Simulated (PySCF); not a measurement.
# Shifts of the heteroatoms

Cartesian coordinates in Å; atom numbers follow the order of the lines, from 1:
```xyz
21

C     2.521    1.536    0.037
C     2.111    0.076   -0.043
O     0.715    0.003   -0.228
C     0.219   -1.309   -0.329
C    -1.264   -1.221   -0.313
C    -2.252   -2.156   -0.688
N    -3.445   -1.659   -0.504
O    -3.284   -0.407   -0.016
C    -1.981   -0.129    0.106
Si   -1.381    1.528    0.751
H     2.258    2.046   -0.886
H     2.001    2.020    0.858
H     3.593    1.611    0.194
H     2.622   -0.419   -0.884
H     2.393   -0.453    0.882
H     0.574   -1.920    0.522
H     0.576   -1.791   -1.254
H    -2.131   -3.148   -1.074
H    -0.749    2.282   -0.325
H    -2.592    2.225    1.198
H    -0.514    1.301    1.906
```

[PySCF 2.14.0 with density-fitted response routines: geometry from GFN2-xTB; shielding tensors at PBE0/pcSseg-1 (GIAO); one computed conformer; rapidly exchanging positions averaged; relativity neglected; no solvent model]

**Question.** Predict the $^{29}$Si NMR data.

**Answer.** 
```csv
atoms,environment,σ (ppm),δ (ppm)
Si10,"silicon bonded to C, 3 H",436.0,-78.4
```

Shieldings were converted by a linear fit to measured shifts: $^{29}$Si: δ = 279.94 − 0.822σ (rms 8.9 ppm, 72 shifts, 25.8 ppm with the 6 outliers that the fit left out vs TMS, solution or neat liquid). A few per cent of atoms miss by over 2 rms, more outside the fitted compound classes.

On a 500 MHz spectrometer $^{29}$Si resonates near 99.3 MHz, so 1 ppm is 99.3 Hz.

**Question.** What are the $^{15}$N shifts?

**Answer.** 
```csv
atoms,environment,σ (ppm),δ (ppm)
N7,pyridine-type nitrogen of an azole,-175.3,13.5
```

Shieldings were converted by a linear fit to measured shifts: $^{15}$N: δ = -148.07 − 0.921σ (rms 6.3 ppm, 71 shifts vs CH3NO2, solution or neat liquid). A few per cent of atoms miss by over 2 rms, more outside the fitted compound classes.

On a 500 MHz spectrometer $^{15}$N resonates near 50.7 MHz, so 1 ppm is 50.7 Hz.

**Question.** Where does $^{17}$O resonate?

**Answer.** 
| atoms | environment | σ (ppm) | δ (ppm) |
| --- | --- | --- | --- |
| O8 | aromatic ring oxygen | -92.2 | 350.7 |
| O3 | ether oxygen | 284.9 | 7.1 |

Shieldings were converted by a linear fit to measured shifts: $^{17}$O: δ = 266.70 − 0.911σ (rms 10.7 ppm, 155 shifts, 12.2 ppm with the 3 outliers that the fit left out vs liquid water, solution or neat liquid). A few per cent of atoms miss by over 2 rms, more outside the fitted compound classes.

On a 600 MHz spectrometer $^{17}$O resonates near 81.3 MHz, so 1 ppm is 81.3 Hz.
